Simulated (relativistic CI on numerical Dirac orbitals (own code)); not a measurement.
## La42+: q coefficients and field-shift factors

Method of calculation: Dirac-Coulomb-Breit CI, separate exchange-only KLI orbitals for each configuration, derivatives by finite differences, unscaled Slater integrals, QED left out (own radial code, finite nucleus).

Configuration list (outside the closed core [Ne]): 3s²3p³, 3s3p⁴, 3s²3p²3d, 3p⁵, 3s3p³3d, 3p⁴3d, 3s²3p3d², 3s²3d³, 3s3p3d³, 3p³3d², 3p²3d³. Double excitations out of closed p, d and f shells are left out; levels of such configurations are missing from the list, as are those of other unlisted configurations, and high levels can miss mixing partners.

With x = (α/α₀)² − 1 an excitation energy changes as ω = ω₀ + qx; K = 2q/ω₀ is the relative enhancement. Terms are leading LS components, so labels can repeat. The field-shift factor is F = δν/δ⟨r²⟩ for the transition from the lowest level.

Lowest level 3s²3p³ ²P°3/2.

```
         Level  ω₀ (cm⁻¹)   q (cm⁻¹)       K  F (GHz/fm²)
 3s²3p³ ⁴S°3/2     751075     918100    2.44        -40.8
 3s²3p³ ²D°5/2     823762     919000    2.23        -41.3
 3s²3p³ ²P°1/2     911759     924600    2.03        -43.2
3s²3p²3d ⁴F3/2    1338554      58930  0.0881        -16.9
3s²3p²3d ²D5/2    1562775     421700    0.54         -259
 3s²3p³ ²P°3/2    1673246  1.847e+06    2.21        -94.1
   3s3p⁴ ⁴P5/2    1760896     885700    1.01         -917
   3s3p⁴ ²P3/2    1908641  1.038e+06    1.09         -941
   3s3p⁴ ²S1/2    1914884  1.069e+06    1.12        -1100
3s²3p²3d ²F5/2    2094036     955600   0.913        -34.3
3s²3p²3d ⁴D3/2    2108227     977400   0.927         -115
3s²3p²3d ⁴D1/2    2110384     965100   0.915        -45.2
3s²3p²3d ²G7/2    2162261     964400   0.892        -28.4
```

At this charge energies of transitions that change n are usually good to better than 1 %, and those within a shell (Δn = 0) to a few per cent.
